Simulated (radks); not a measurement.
The iridium ion Ir32+, 45 electrons, occupied as [Kr] 4d9 (the NIST ground configuration).

All-electron calculation, scalar-relativistic Kohn-Sham, r2SCAN, spin-polarised, spherical densities, finite nucleus; open shells are filled with parallel spins first (spin-orbit coupling, left out, can overturn this in heavy ions); meta-GGA in the generalised Kohn-Sham scheme; Fermi nuclear charge, rms radius 5.4032 fm. Program: a radial shooting solver on a logarithmic mesh with Libxc functionals.

Energy parts (eV):
| part | energy |
|---|---|
| total | -470621.45 |
| kinetic | 524701.14 |
| electron-nucleus | -1110340.10 |
| Hartree | 123118.63 |
| exchange-correlation | -8101.11 |

Orbitals (lengths in bohr, moments of r in powers of bohr; <r^-3> diverges for s and p1/2):
\begin{tabular}{lrrrrr}
orbital & occ. & eigenvalue (eV) & <r> & <r^4> & <r^-3> \\ \hline
1s up & 1 & -77409.53 & 0.01744 & 4.817e-07 & - \\
1s down & 1 & -77409.53 & 0.01744 & 4.817e-07 & - \\
2s up & 1 & -14577.37 & 0.07363 & 0.00007138 & - \\
2s down & 1 & -14575.82 & 0.07362 & 0.00007138 & - \\
2p up & 3 & -12821.65 & 0.06627 & 0.00005720 & 23030 \\
2p down & 3 & -12820.42 & 0.06627 & 0.00005719 & 23030 \\
3s up & 1 & -4349.995 & 0.1894 & 0.002521 & - \\
3s down & 1 & -4349.689 & 0.1894 & 0.002519 & - \\
3p up & 3 & -3833.685 & 0.1900 & 0.002726 & 5298 \\
3p down & 3 & -3833.236 & 0.1900 & 0.002723 & 5298 \\
3d up & 5 & -3269.106 & 0.1721 & 0.002078 & 663.6 \\
3d down & 5 & -3268.047 & 0.1721 & 0.002077 & 663.4 \\
4s up & 1 & -1776.404 & 0.3969 & 0.04379 & - \\
4s down & 1 & -1773.334 & 0.3970 & 0.04385 & - \\
4p up & 3 & -1591.855 & 0.4126 & 0.05248 & 1526 \\
4p down & 3 & -1588.841 & 0.4127 & 0.05258 & 1524 \\
4d up & 5 & -1371.979 & 0.4170 & 0.05818 & 182.5 \\
4d down & 4 & -1368.928 & 0.4172 & 0.05833 & 182.4 \\
\end{tabular}

The highest occupied level is 4d down at -1368.9 eV. Summed over all electrons, <r^2> = 4.023 bohr^2, which gives a Langevin (diamagnetic) susceptibility term of -3.19 x 10^-6 cm^3/mol. The spin density at the nucleus is -2.94 e/bohr^3 (1s -0.41, 2s -13.91, 3s 4.23, 4s 7.15). The density falls to 0.001 e/bohr^3 at r = 1.15 bohr. For comparison, the ionisation energy in NIST's Atomic Spectra Database is 1381 eV (theoretical). In exact Kohn-Sham theory the highest level is minus the ionisation energy, but local and semilocal functionals leave it too shallow, through self-interaction and a potential that decays too fast; potentials with the right tail come closer. Spin moment in Bohr magnetons: 1. The electron density at the nucleus is 1.947e+06 e/bohr^3 (large components only).
